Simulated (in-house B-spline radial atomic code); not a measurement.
# Co³⁺: [Ar] 3d6

Computed with a B-spline radial code for spherical atoms: Dirac-Kohn-Sham CAM-B3LYP, spherical fractional occupations, Fermi nucleus of rms radius 3.7875 fm.

Z_r = [3n² - l(l+1)]/(2<r>); Z_e = n√(-2ε); the last column is Slater's effective charge. Values are occupation-weighted means over j.

| shell | electrons | ε (eV) | <r> (bohr) | Z_r | Z_e | Slater |
| --- | --- | --- | --- | --- | --- | --- |
| 1s | 2 | -7672 | 0.05618 | 26.70 | 23.75 | 26.70 |
| 2s | 2 | -954.54 | 0.255 | 23.53 | 16.75 | 22.85 |
| 2p | 6 | -823.21 | 0.2248 | 22.24 | 15.56 | 22.85 |
| 3s | 2 | -148.23 | 0.7676 | 17.59 | 9.90 | 15.75 |
| 3p | 6 | -109.98 | 0.8046 | 15.54 | 8.53 | 15.75 |
| 3d | 6 | -46.416 | 0.9467 | 11.09 | 5.54 | 7.25 |

The least bound orbital is 3d5/2 at -46.33 eV, and it is also the most diffuse (<r> = 0.9483 bohr).

Spin-orbit splittings of the orbital energies (j = l + 1/2 above j = l - 1/2 when positive): 2p 14.88 eV, 3p 1.934 eV, 3d 0.2198 eV.

For the 1s electron the small component carries 0.945 % of the norm, the zero-frequency Breit interaction raises the level by 9.432 eV, self-energy by 4.698 eV, and vacuum polarisation lowers it by 0.4091 eV.

Caution: exact exchange at fractional occupations of open shells leaves self-interaction of up to several eV.
